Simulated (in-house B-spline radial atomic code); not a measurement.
Configurations of neutral promethium, with energies counted from [Xe] 4f5 6s2. All numbers are computed (scalar-relativistic (X2C) PBE0, spin-polarised, spherical fractional occupations, exact exchange averaged over the configuration; Fermi nucleus of rms radius 4.962 fm) with a radial B-spline atomic code at the basis-set limit, not measured. Shells without spins written out take the highest spin.

Occupations are held fixed; configurations that lie above the ionisation limit could autoionise.

```tsv
configuration	E - E(ref) (eV)	highest orbital	its <r> (bohr)
[Xe] 4f4 6s2 7d1	8.3055	7d up	19.95
[Kr] 4d10 4f6 5s2 5p5 6s2	19.347	4f up	1.096
[Kr] 4d10 4f5 5s2 5p5 6s2 6d1	24.606	6d up	10.46
```

Q: Order these further configurations by energy, lowest first.
A. [Xe] 4f4 6s2 7p1
B. [Kr] 4d9 4f5 5s2 5p6 6s2 6p1
C. [Kr] 4d9 4f5 5s2 5p6 6s2 7s1
D. [Xe] 4f5 6s1 6p1

A: D (1.6287 eV), A (7.5889 eV), B (123.17 eV), C (125.27 eV).
